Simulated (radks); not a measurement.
Neutral thulium inside a hard spherical wall (all orbitals vanish at R), configuration held at [Xe] 4f13 6s2 and not refilled when levels cross. Method: scalar-relativistic Kohn-Sham, r2SCAN, spin-unpolarised, spherical densities, finite nucleus; meta-GGA in the generalised Kohn-Sham scheme; Fermi nuclear charge, rms radius 5.2256 fm; computed with a radial shooting solver on a logarithmic mesh with Libxc functionals. Eigenvalues in eV, with the zero of energy where the potential of the charges vanishes at infinity; a dash marks a level that is unbound or too diffuse for the functional's potential to be trusted. A positive occupied level is held by the wall or, in an anion where self-interaction has pushed it up, behind a barrier. The pressure on the wall is -dE/dV.

R (bohr)  E (hartree)  kinetic (hartree)    e(5s)    e(5p)   e(6s)   e(4f)  e(6p, empty)  e(5d, empty)  pressure (GPa)
free      -13567.3956          14744.575  -54.988  -27.930  -3.963  -3.052             -             -               0
20        -13567.3956          14744.575  -54.988  -27.930  -3.963  -3.052        -0.978        -0.577        < 0.0001
15        -13567.3956          14744.576  -54.987  -27.928  -3.962  -3.051        -0.972        -0.574        0.000119
12        -13567.3953          14744.579  -54.963  -27.904  -3.944  -3.027        -0.917        -0.547         0.00437
7         -13567.3577          14744.800  -53.786  -26.747  -2.847  -1.878         1.200         0.654            1.72
6         -13567.2971          14745.067  -52.780  -25.773  -1.568  -0.883         3.384         1.749            6.14
4         -13566.6170          14747.607  -47.652  -20.952   9.345   4.533        19.800         8.333             135
3.5       -13565.9390          14750.153  -44.419  -17.832  18.588   8.249        32.360        12.980             373
3         -13564.4083          14755.891  -38.715  -11.964  36.990  15.110        55.749        21.644            1210
2         -13548.6579          14809.454   -0.134   32.835  174.70  58.210        212.94        83.180           24000
1.5       -13504.2904          14945.387   89.249   138.03  457.11  130.59        515.52        213.65          179000
